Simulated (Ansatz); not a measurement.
Species: [B(CH3)3(H2O)] (charge 0, multiplicity 1).

Task: Give a relaxed geometry from Ansatz (an electronic-structure program) with B3LYP-D3(BJ)/def2-SVP.

Result: One answer among several that fit: the end point of this relaxation, one of several conformers.
Z-matrix (Å, degrees):
```
B
C 1 1.6002
H 2 1.1031 1 113.17
H 2 1.1053 3 106.73 1 -119.33
H 2 1.1059 3 108.08 4 -113.53
C 1 1.6004 2 117.21 3 -45.09
H 6 1.1032 1 113.17 2 45.12
H 6 1.1052 7 106.72 1 119.32
H 6 1.1059 7 108.08 8 113.51
C 1 1.6074 2 116.69 3 169.47
H 10 1.1053 1 108.45 2 72.76
H 10 1.1060 11 105.83 1 -122.78
H 10 1.1061 11 105.81 12 -114.46
O 1 1.8780 2 100.14 3 61.88
H 14 0.9699 1 105.33 2 176.01
H 14 0.9699 15 105.26 1 111.10
```
